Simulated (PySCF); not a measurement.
**Simulated characterisation data**

Theory: structure optimised with GFN2-xTB, σ from GIAO-PBE0/pcSseg-1, in PySCF 2.14 (no relativistic terms, isolated molecule, one conformer, equivalent nuclei averaged).

Shifts are taken against calculated references (same method and geometry level): ¹H (31.72 ppm), ¹³C (186.93 ppm) against TMS. Splittings of carbon signals by F and P are missing where no couplings were computed. Where no couplings were computed, multiplicities follow the n + 1 count of equivalent neighbours, and m marks all less simple cases (inequivalent or close neighbours, rings, F or P nearby). Shifts are as computed. Against solution values, carbons near 30 ppm lie about +3 ppm off and those near 130 ppm about +5 ppm. Of 1309 compounds with measured shifts, 239 miss one by over three times the rms of a fit or turn the order of signals round; such compounds aren't used in these exercises.

Compound 1 (C6H9NOSi). ¹H NMR (600 MHz, computed): δ 8.94 (d, 1H), 8.87 (s, 1H), 8.25 (d, 1H), 7.46 (m, 1H), 5.42 (s, 2H), 4.03 (s, 3H). ¹³C{¹H} NMR (computed): δ 159.8, 156.8, 147.9, 131.8, 128.5, 54.4. Structure: `CO[SiH2]c1cccnc1`.

Compound 2 (C2H14NPSi4). ¹H NMR (600 MHz, computed): δ 6.24 (m, 1H), 3.75 (s, 3H), 3.64 (s, 3H), 3.00 (m, 1H), 2.84 (m, 1H), 2.58 (s, 3H), 1.07 (m, 2H). ¹³C{¹H} NMR (computed): δ 45.0, 41.9. Structure: `C1N(C)[Si@H](P)[Si]1([SiH3])[SiH3]`.

Compound 3 (C6H9NOSi). ¹H NMR (600 MHz, computed): δ 6.93 (d, 1H), 6.70 (d, 1H), 3.88 (t, 3H), 2.85 (t, 2H), 1.02 (m, 2H). ¹³C{¹H} NMR (computed): δ 202.3, 150.3, 122.6, 119.4, 45.4, 5.0. Structure: SMILES N#C/C=C/C(=O)CC[SiH3].
